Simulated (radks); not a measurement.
Neutral vanadium, 23 electrons, occupied as [Ar] 3d3 4s2.

Calculated with a radial shooting solver on a logarithmic mesh with Libxc functionals: Dirac Kohn-Sham, PBE, spin-unpolarised, spherical densities, finite nucleus; open shells are shared between the two j in proportion to 2j + 1; Fermi nuclear charge, rms radius 3.6002 fm.

Energy parts (eV):
| part | energy |
|---|---|
| total | -25824.000 |
| kinetic | 26101.207 |
| electron-nucleus | -61504.233 |
| Hartree | 10807.201 |
| exchange-correlation | -1228.175 |

Orbitals (lengths in bohr, moments of r in powers of bohr):
| orbital | occ. | eigenvalue (eV) | <1/r> | small-component weight |
|---|---|---|---|---|
| 1s1/2 | 2 | -5363.685 | 22.84 | 6.80e-03 |
| 2s1/2 | 2 | -602.4955 | 4.813 | 1.20e-03 |
| 2p1/2 | 2 | -507.7613 | 4.749 | 1.18e-03 |
| 2p3/2 | 4 | -500.6620 | 4.683 | 1.17e-03 |
| 3s1/2 | 2 | -70.2224 | 1.488 | 2.52e-04 |
| 3p1/2 | 2 | -44.5888 | 1.361 | 2.18e-04 |
| 3p3/2 | 4 | -43.7571 | 1.347 | 2.15e-04 |
| 3d3/2 | 1.2 | -5.2048 | 0.9599 | 1.20e-04 |
| 3d5/2 | 1.8 | -5.1392 | 0.9561 | 1.19e-04 |
| 4s1/2 | 2 | -4.7018 | 0.3880 | 2.43e-05 |

The highest occupied level is 4s1/2 at -4.702 eV. For comparison, the ionisation energy in NIST's Atomic Spectra Database is 6.746 eV (measured). In exact Kohn-Sham theory the highest level is minus the ionisation energy, but local and semilocal functionals leave it too shallow, through self-interaction and a potential that decays too fast; potentials with the right tail come closer.

Beside tabulated values, note that spin-unpolarised runs miss the spin-polarisation part of the exchange energy of open shells.
